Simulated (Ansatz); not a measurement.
Job for Ansatz (a program for electronic structure): R-B3LYP/def2-TZVPPD on H4OSi (SMILES O[SiH3]) with ghost functions, monomers drawn apart or pushed together. Files ending in .json are basis or fitting sets from the Basis Set Exchange.

Ansatz 0.2 input:
```yaml
crystal:
  periodic: [false, false, false]
  atoms:
    - {symbol: O, position_ang: [0.61072968, 0.01533950, 3.50977736]}
    - {symbol: Si, position_ang: [-0.59068476, -1.03073790, 3.90739575]}
    - {symbol: H, position_ang: [0.63077035, 0.36728788, 2.60857319]}
    - {symbol: H, position_ang: [-1.93934912, -0.42339952, 3.75809928]}
    - {symbol: H, position_ang: [-0.37957235, -1.39963145, 5.32340865]}
    - {symbol: H, position_ang: [-0.56468561, -2.26199726, 3.07472851]}
basis:
  gaussian:
    orbitals: def2-TZVPPD.json
    ghost_atoms:
      - {symbol: C, position_ang: [0.57626914, 1.53751556, -0.61857918]}
      - {symbol: N, position_ang: [0.60171230, 1.15179999, 0.45781194]}
      - {symbol: H, position_ang: [0.55289692, 1.89771196, -1.62295007]}
hamiltonian:
  xc: {name: B3LYP}
scf: {lower_state_search: off}
```

The log:

```
WARN ansatz: RAYON_NUM_THREADS=1 ignored (pool sized by the plan → 1); use --threads N
Functional definition: B3LYP
these checks for a lower state are left out or cut short: stability, starts, cluster_reference, orbital_swaps, neighbouring_geometries, increment
integrals: 0.15 GiB planned
1120 factors; their error is unknown
mean field: 1.23 GiB planned
mean field evaluation 1: about -9987.8507 eV, gradient 5.6e1 eV
mean field evaluation 2: about -9973.9847 eV, gradient 1.0e2 eV
mean field evaluation 4: about -9992.7563 eV, gradient 1.4e0 eV
mean field evaluation 8: about -9992.7731 eV, gradient 2.6e-2 eV
mean field evaluation 16: about -9992.7731 eV, gradient 2.9e-6 eV
mean field -9992.77312741 eV, -367.2276390876 hartree, gradient 2.9e-6 eV, S^2 0.000000; 0 other end points of the search recorded, 0 dependent functions left out
reference -9992.77336244 eV, -367.2276477245 hartree; 13, 13 occupied and 234, 234 virtual orbitals, 1120 factors
Total energy: -9992.77336244 eV, -367.2276477245 hartree
Checks for a lower state left out: stability, starts, cluster_reference, orbital_swaps, neighbouring_geometries, increment
```

The calculation finished and met its thresholds.

Cost: around 4 core-seconds (rough).
